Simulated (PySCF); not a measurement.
A structure optimised at PBE-D3(BJ)/def2-SVP, used in a PySCF frequency run:

```xyz
11

F      1.0999     0.0000    -1.4052
C      0.0000     0.0000    -0.5830
F     -1.0999     0.0000    -1.4052
C      0.0000    -1.2030     0.3540
C      0.0000    -0.7469     1.6243
C      0.0000     0.7469     1.6243
C      0.0000     1.2030     0.3540
H      0.0000    -2.2377    -0.0103
H      0.0000    -1.3601     2.5363
H      0.0000     1.3601     2.5363
H      0.0000     2.2377    -0.0103
```

Write its SMILES, formula and point group.

FC1(F)C=CC=C1, C5H4F2, C2v

What are its rotational constants (standard atomic weights)?

4.6811, 2.4792, 2.2985 GHz
